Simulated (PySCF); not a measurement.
C2H6BClS, SMILES CSB(C)Cl. Atoms are numbered in the order given.

```xyz
11

B     -0.3052     0.3932     0.0000
Cl     0.3915     2.0199     0.0000
C     -1.8566     0.1831     0.0000
H     -2.1696    -0.4012     0.8817
H     -2.4080     1.1330     0.0000
H     -2.1696    -0.4012    -0.8817
S      0.8992    -0.9298     0.0000
C     -0.1179    -2.4327     0.0000
H     -0.7482    -2.4872    -0.8978
H      0.5729    -3.2858     0.0000
H     -0.7482    -2.4872     0.8978
```

Geometry optimised at PBE0-D3(BJ)/def2-SVP. This is a generated structure with no PubChem entry under its InChIKey; it may be hypothetical. The values are those of a single conformer.

Calculation: PBE0/pcSseg-1 (PySCF).

GIAO shieldings, no solvent; atoms alike by connectivity are averaged. δ = σ(ref) − σ: ¹¹B against BF3 (σ = 88.8 ppm); ³⁵Cl against HCl (σ = 945.9 ppm); ¹³C against TMS (σ = 186.3 ppm); ¹H against TMS (σ = 31.56 ppm); ³³S against H2S (σ = 716.7 ppm), references at their B3LYP-D3(BJ)/def2-TZVP geometries, non-relativistic (without spin–orbit terms, shifts of atoms bonded to Cl or Br come out too high).

**Question.** Estimate the chemical shifts. (An estimate is asked for; the answer gives what the named calculation found.)

**Answer.** 
```
nucleus         atoms  count  δ (ppm)
-------  ------------  -----  -------
¹¹B                B1      1     56.8
³⁵Cl              Cl2      1    227.5
¹³C                C8      1     18.9
¹³C                C3      1     13.3
¹H       H9, H10, H11      3     2.35
¹H         H4, H5, H6      3     1.31
³³S                S7      1    263.0
```
